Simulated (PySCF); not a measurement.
A calculated (M06-L, PySCF 2.14, aug-cc-pVDZ-X2C, scalar relativity by spin-free X2C-1e) atom or ion has these occupied shells.

```
shell  electrons  orbital energy (eV)  rms radius, mean of both spins (bohr)
 1s α          1              -3971.7                                 0.0889
 1s β          1              -3971.7                                 0.0889
 2s α          1              -430.27                                  0.394
 2s β          1              -430.26                                  0.394
 2p α          3              -347.32                                  0.363
 2p β          3              -347.30                                  0.363
 3s α          1              -57.231                                   1.23
 3s β          1              -57.198                                   1.23
 3p α          3              -36.879                                   1.37
 3p β          3              -36.876                                   1.37
 4p α          1               -6.885                                   4.62
```

Q: Name the element and its charge.

A: Ca⁺ (calcium, charge +1), in [Ar] 4p1, 2P determinant (an excited configuration).
